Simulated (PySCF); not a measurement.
**Shapes and spin states of PtO(OH)2**

These are results of B3LYP/[Pt def2-SVP with ECP60, O def2-SVP, H def2-SVP], scalar-relativistic core potentials, density fitting, no spin–orbit coupling, PySCF, not measurements.

Relaxations began from a few typed shapes and spin states; open shells are unrestricted. The search is not exhaustive: other isomers or separated fragments can lie lower, and high-lying points may rest on an excited occupation.

Q: Which is the lowest minimum found?
A. singlet (closed shell, unstable to spin polarisation) C1: O–H 0.971 Å, O–H 0.977 Å, Pt–O 1.723 Å, Pt–O 1.911 Å, Pt–O 1.928 Å; H–O–Pt 107.3°, H–O–Pt 109.2°, O–Pt–O 82.3°, O–Pt–O 132.9°, O–Pt–O 134.1°
B. singlet C2: O–H 0.975 Å (×2), Pt–O 1.744 Å, Pt–O 1.883 Å (×2); H–O–Pt 109.0° (×2), O–Pt–O 116.7° (×2), O–Pt–O 126.6°
C. triplet C2: O–H 0.972 Å (×2), Pt–O 1.769 Å, Pt–O 1.933 Å (×2); H–O–Pt 111.5° (×2), O–Pt–O 105.8° (×2), O–Pt–O 148.3°
D. triplet C1: O–H 0.972 Å (×2), Pt–O 1.778 Å, Pt–O 1.914 Å, Pt–O 1.933 Å; H–O–Pt 109.1°, H–O–Pt 115.6°, O–Pt–O 94.7°, O–Pt–O 131.1°, O–Pt–O 134.2°
E. triplet Cs: O–H 0.970 Å, O–H 0.972 Å, Pt–O 1.798 Å, Pt–O 1.907 Å, Pt–O 1.956 Å; H–O–Pt 106.2°, H–O–Pt 120.9°, O–Pt–O 93.5°, O–Pt–O 97.2°, O–Pt–O 169.4°
F. triplet C1: O–H 0.974 Å (×2), Pt–O 1.769 Å, Pt–O 1.920 Å, Pt–O 1.925 Å; H–O–Pt 108.1°, H–O–Pt 109.7°, O–Pt–O 91.8°, O–Pt–O 129.6°, O–Pt–O 138.6°
G. singlet Cs: O–H 0.975 Å (×2), Pt–O 1.745 Å, Pt–O 1.882 Å (×2); H–O–Pt 109.9° (×2), O–Pt–O 116.5° (×2), O–Pt–O 127.0°
H. singlet Cs: O–H 0.971 Å (×2), Pt–O 1.735 Å, Pt–O 1.918 Å, Pt–O 1.929 Å; H–O–Pt 112.1°, H–O–Pt 117.1°, O–Pt–O 113.4°, O–Pt–O 120.6°, O–Pt–O 125.9°

A: G. The others lie at 0.1 (singlet C2), 16.1 (triplet C1), 17.9 (triplet C1), 20.8 (triplet C2, a saddle point), 30.6 (singlet C1), 34.1 (triplet Cs, a saddle point), 116.4 (singlet Cs, a saddle point) kJ/mol above it.

For the lowest minimum: no spin–orbit coupling is included, which matters more the heavier the element.
